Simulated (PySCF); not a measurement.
Geometries of 2 isomers of CH8Ge2, from PBE0-D3(BJ)/def2-SVP geometry optimisation, gas phase in PySCF. One conformer each, no zero-point energy, no frequencies.

Question: Which is lower in electronic energy at this level?
A.
```xyz
11
angstrom
C     -1.635    0.752   -0.037
Ge    -0.432   -0.793   -0.027
Ge     1.881   -0.075    0.045
H     -2.682    0.419   -0.089
H     -1.427    1.392   -0.907
H     -1.501    1.347    0.877
H     -0.732   -1.683    1.198
H     -0.661   -1.642   -1.296
H      2.180    0.884   -1.125
H      2.172    0.675    1.361
H      2.846   -1.271   -0.052
```
B.
```xyz
11
angstrom
Ge     1.544    0.635   -0.001
C      0.203   -0.783   -0.145
Ge    -1.642   -0.173    0.086
H      2.960    0.056   -0.188
H      1.294    1.705   -1.082
H      1.456    1.303    1.385
H      0.419   -1.554    0.611
H      0.298   -1.259   -1.134
H     -1.983    0.886   -0.980
H     -1.816    0.457    1.481
H     -2.624   -1.353   -0.054
```

Answer: A. That is `[CH3][GeH2][GeH3]`, 11.2 kcal/mol below the other.

```
           SMILES  atoms numbered as above       E (Eh)  relative (kcal/mol)  relative (kJ/mol)  dipole (D)
[CH3][GeH2][GeH3]  [CH3:1][GeH2:2][GeH3:3]  -4195.80025                  0.0                0.0        0.85
[GeH3][CH2][GeH3]  [GeH3:1][CH2:2][GeH3:3]  -4195.78245                 11.2               46.7        0.74
```
